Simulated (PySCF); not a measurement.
UHF on C (carbon, neutral), [He] 2s1 2p2 3d1, one real determinant (an excited configuration). All numbers are calculated (PySCF 2.14, the spin-free X2C one-electron Hamiltonian (Gaussian nucleus), in aug-cc-pVDZ-DK).

```
cycle= 1 E= -37.027739881712  delta_E= -0.00256  |g|= 0.019  |ddm|= 0.238
cycle= 2 E= -37.0380931853705  delta_E= -0.0104  |g|= 0.0546  |ddm|= 0.615
cycle= 3 E= -37.0267286760843  delta_E= 0.0114  |g|= 0.00253  |ddm|= 0.48
cycle= 4 E= -37.0267302400225  delta_E= -1.56e-06  |g|= 0.000428  |ddm|= 0.0199
cycle= 5 E= -37.0267301600649  delta_E= 8e-08  |g|= 0.000142  |ddm|= 0.00483
cycle= 6 E= -37.0267301306317  delta_E= 2.94e-08  |g|= 4.04e-06  |ddm|= 0.00205
cycle= 7 E= -37.0267301306454  delta_E= -1.37e-11  |g|= 6.34e-07  |ddm|= 2.63e-05
converged SCF energy = -37.0267301306454  <S^2> = 6.0000044  2S+1 = 5.0000018
```

Highest occupied orbital energy: 3.803 eV; ⟨L²⟩ = 8.00; populations by l: s 3.00, p 2.00, d 1.00.

Q: Can this result be used?

A: Not for this state. The calculation finished and met its thresholds. ⟨L²⟩ = 8.00 against 12 for a pure F term, so this real determinant mixes terms. The outer electron is Rydberg-like, and this basis confines it to a smaller radius and binds it less than a complete one would. At UHF the highest occupied level has a positive energy, so only the finite basis holds that electron; for this excited configuration the basis is too tight for the outer shell.
